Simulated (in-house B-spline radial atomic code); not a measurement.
Successive ionisation energies of mercury; each step leads to the configuration of the next row (after the last: bare). Dirac energy differences include first-order Breit, QED and recoil terms. NIST's values go from ground level to ground level; the uncertainty of those that are theory runs from under 0.1 % in few-electron ions to several per cent in heavy many-electron ones. Computed with a B-spline radial code for spherical atoms: Dirac-Hartree-Fock, jj configuration that fills j = l - 1/2 first, finite nuclei.

A number in brackets counts the electrons of a j subshell.

| ion | configuration | ionisation energy (eV) | tabulated value (eV) | computed minus tabulated (eV) | highest orbital | largest mean radius (bohr) |
| --- | --- | --- | --- | --- | --- | --- |
| Hg70+ | [He] 2s2 2p6 | 18551.5 | 18550 | 1 | 2p3/2 | 0.068129 |
| Hg71+ | [He] 2s2 2p1/2(2) 2p3/2(3) | 18924.4 | 18910 | 14 | 2p3/2 | 0.067867 |
| Hg72+ | [He] 2s2 2p1/2(2) 2p3/2(2) | ? | ? | ? | ? | ? |
| Hg73+ | [He] 2s2 2p1/2(2) 2p3/2(1) | 19680.0 | 19680 | 0 | 2p3/2 | 0.067346 |
| Hg74+ | [He] 2s2 2p1/2(2) | ? | ? | ? | ? | ? |
| Hg75+ | [He] 2s2 2p1/2(1) | 22582.9 | 22580 | 3 | 2p1/2 | 0.066785 |
| Hg76+ | [He] 2s2 | 23167.7 | 23170 | -2 | 2s1/2 | 0.066484 |
| Hg77+ | [He] 2s1 | 23543.5 | 23544.1 | -1 | 2s1/2 | 0.066213 |
| Hg78+ | 1s2 | ? | ? | ? | ? | ? |
| Hg79+ | 1s1 | 95897.5 | 95898.19 | -1 | 1s1/2 | 0.01641 |

Fill in the row of Hg72+.

ionisation energy (eV): 19300.5; tabulated value (eV): 19310; computed minus tabulated (eV): -9; highest orbital: 2p3/2; largest mean radius (bohr): 0.067606.

Fill in the row of Hg74+.

ionisation energy (eV): 22120.9; tabulated value (eV): 22120; computed minus tabulated (eV): 1; highest orbital: 2p1/2; largest mean radius (bohr): 0.067088.

Fill in the row of Hg78+.

ionisation energy (eV): 94118.9; tabulated value (eV): 94124.7; computed minus tabulated (eV): -6; highest orbital: 1s1/2; largest mean radius (bohr): 0.016503.

Where is the largest jump?

From Hg77+ to Hg78+, by a factor of 4.00 (23544 to 94119 eV); the highest orbital goes from 2s1/2 to 1s1/2.
